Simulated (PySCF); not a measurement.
Input file for PySCF: R-B3LYP/LANL2DZ on BrH3SiSn (SMILES [SiH3][Sn][Br]), a point of a torsion scan.

```python
from pyscf import gto, scf, dft, mp
from pyscf.data.elements import chemcore

mol = gto.M(
    atom='''
    Si   -0.74891687    0.02116995   -0.02606131
    Sn    1.50109245    1.40959832   -0.08886520
    Br    2.96207186   -0.48989828   -0.91691099
    H    -1.08870088   -0.44078274    1.33611556
    H    -1.93522726    0.79946518   -0.43919266
    H    -0.79815778   -1.19165256   -0.85896042
    ''',
    basis='lanl2dz',
    ecp={'Br': 'lanl2dz', 'Si': 'lanl2dz', 'Sn': 'lanl2dz'},
    charge=0, spin=0, verbose=3, max_memory=1800)
mf = dft.RKS(mol, xc='b3lyp')
mf.conv_tol = 1e-8
mf.max_cycle = 100
mf.kernel()
if not mf.converged:
    mf = mf.newton().run(mf.mo_coeff, mf.mo_occ)
```

Output:

```
converged SCF energy = -22.2490836054916
```

The run converged.

Cost: roughly 4 core-seconds.
